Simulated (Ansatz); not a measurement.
Ansatz (an electronic-structure program) input (wB97M-V/def2-TZVPD):

Ansatz 0.2 input:
```yaml
crystal:
  periodic: [false, false, false]
  atoms:
    - {symbol: Ta, position_ang: [0.12825472, -0.15503597, 0.18221722]}
    - {symbol: O, position_ang: [-0.45903064, -1.45647767, -0.77966176]}
    - {symbol: O, position_ang: [0.25772015, 1.46155610, -0.85116494]}
    - {symbol: O, position_ang: [-0.96901379, 1.40962477, -0.03190546]}
basis:
  gaussian:
    orbitals: def2-TZVPD
hamiltonian:
  xc: {name: wB97M-V}
total_charge: -1
```

Output:

```
Functional definition: wB97M-V
integrals: 0.10 GiB planned
936 factors; their error is unknown
integrals: 0.14 GiB planned
245 factors; integrals over basis functions are off by at most 2.0e-5 eV
mean field: 0.88 GiB planned
mean field evaluation 1: about -7686.1976 eV, gradient 5.3e1 eV
mean field evaluation 2: about -7662.1880 eV, gradient 1.3e2 eV
mean field evaluation 4: about -7692.1584 eV, gradient 4.1e0 eV
mean field evaluation 8: about -7692.2027 eV, gradient 1.8e-1 eV
mean field evaluation 16: about -7692.2143 eV, gradient 8.8e-4 eV
mean field -7692.21427737 eV, -282.6836607233 hartree, gradient 8.8e-5 eV, S^2 0.000000; 0 other end points of the search recorded, 0 dependent functions left out
reference -7692.21433085 eV, -282.6836626885 hartree; 19, 19 occupied and 144, 144 virtual orbitals, 936 factors
Total energy: -7692.21433085 eV, -282.6836626885 hartree
```

This state (charge -1, singlet) is run at the relaxed geometry of the species with charge 0 and multiplicity 2.
